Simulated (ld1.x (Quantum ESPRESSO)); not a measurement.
# Before and after: TM potential for hydrogen

H, norm-conserving Troullier–Martins (Kleinman–Bylander form), made with ld1.x (Quantum ESPRESSO) 7.5 (PBE, non-relativistic). Core none, reference 1s1. Waves: 2p channel at 0.2 Ry: rc 0.75 bohr; 1s (bound): rc 0.90 bohr. Local part: the s channel. Core correction: none.

Change: wave 1s (bound): rc 0.90 bohr becomes 1s (bound): rc 1.16 bohr.

Cutoffs: the cutoffs (Ry, on a coarse ladder) from which the occupation-weighted sum of valence levels, in a spherical-Bessel basis at the reference potential, stays within 10 and 1 mRy of its value at 400 Ry; they do not see the model core or the augmentation charge, which bear on the density cutoff. Errors are all-electron minus pseudo energies relative to the spin-unpolarised reference configuration.

Q: How do hardness, ghosts and transferability respond?

A: The potential gets softer (30 Ry and 55 Ry → 21 Ry and 40 Ry); neither file shows a bound ghost. A larger radius leaves more room for a smooth pseudo-wave, so fewer plane waves are needed.

| quantity | base | changed |
| --- | --- | --- |
| cutoff, loose | 30 Ry | 21 Ry |
| cutoff, tight | 55 Ry | 40 Ry |
| bound ghosts | none | none |
| error for 1s0.5, meV [ΔE 4.76 eV] | +0.3 | +1.1 |
